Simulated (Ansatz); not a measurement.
MgI₂. The state is a singlet with charge 0. Geometry relaxed at r2SCAN-D4/def2-TZVP.

Cartesian coordinates in Å:
```
Mg 0.000 -0.003 -0.002
I -1.503 -1.264 1.594
I 1.503 1.267 -1.592
```

In the def2 sets I takes a core potential; there is no spin–orbit coupling. The structure comes from a short search, and lower isomers may exist.

Estimate the harmonic wavenumbers at RKS r2SCAN-D4/def2-TZVP (Ansatz, unscaled). Is this a minimum?

80, 80, 141, 462 cm⁻¹. Yes, no mode is imaginary beyond noise. Zero-point energy 4.6 kJ/mol. Hardware: 4 threads of Arm Neoverse V1 on a shared host. Wall time 8.5 s.
